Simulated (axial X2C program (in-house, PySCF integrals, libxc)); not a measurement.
VCl⁻: from the spin-free to the two-component result

Calculated with an in-house all-electron X2C program for linear molecules (integrals from PySCF). Spin-free means the one-electron spin-free X2C Hamiltonian; two-component (2c) means X2C with spin–orbit coupling and atomic mean-field two-electron Coulomb and Gaunt terms, so the difference of the two also holds small scalar two-electron terms. Basis: V dyall-acv3z [11s11p7d4f2g], Cl dyall-av3z [9s8p3d2f] (cores contracted in-house); Gaussian nuclei, density fitting, unrestricted open shells. Masses: V 50.944 u, Cl 34.969 u.

Spin-free state: M_S = 5/2, Λ = 0 (beyond evenly filled blocks: σα, π+α, π-α, δ+α, δ-α); fragments V + Cl-.

```tsv
level	Re (Å)	ωe (cm⁻¹)	μ (D)
PBE0	2.377	284.9	1.11
HF	2.531	245.4	1.25
MP2	2.427	273.4	n/a
BP86	2.318	302.2	1.47
```

Correlated methods: 13 electrons correlated (number of frozen shells: V 3 s, 2 p; Cl 2 s, 1 p), 295 virtual spin orbitals or spinors in MP2.

Dipoles are positive if Cl is the positive end and refer to the centre of mass.

Two-component determinant lowest at the distance of the search:

Ω = 5/2 (⟨Sz⟩ = 2.50, ⟨Lz⟩ = 0.00 at HF); fragments V + Cl-.

| level | Re (Å) | ωe (cm⁻¹) | μ (D) |
| --- | --- | --- | --- |
| PBE0 | 2.377 | 284.7 | 1.10 |
| HF | 2.532 | 245.2 | 1.25 |
| MP2 | 2.428 | 273.2 | n/a |
| BP86 | 2.318 | 302.0 | 1.47 |

(1) From the two tables, how do the constants change at the MP2 level (2c against spin-free)?

One determinant describes the state; a PBE0 search over occupations chose it and may have missed a lower one. De is not given where an atomic determinant may have missed its ground term or J level, or where the truncated virtual space spoils (T). Density functionals use the spin component along the axis (collinear). PBE0 can misorder states that lie within some tenths of an eV, so this need not be the ground state of the molecule. The nearest other spin-free determinant of the search, M_S = 5/2, Λ = 1, lies 0.14 eV up at the distance of the search. Without a current term, density functionals place determinants with orbital angular momentum somewhat too high. With several unpaired electrons one determinant need not be a pure state. The outer-core s and p shells of the metal are frozen in the correlated rows, which leaves out core–valence correlation; for alkali and alkaline-earth bonds that tends to lengthen them. The highest occupied level of some functionals is positive through self-interaction error; at Hartree–Fock it is bound. This is the top spin component of a Σ state; components of lower Ω are not single determinants and can lie lower.

Results:

(1) At the MP2 level Re rises by 0.001 Å and ωe doesn't move by more than 0.2 cm⁻¹.
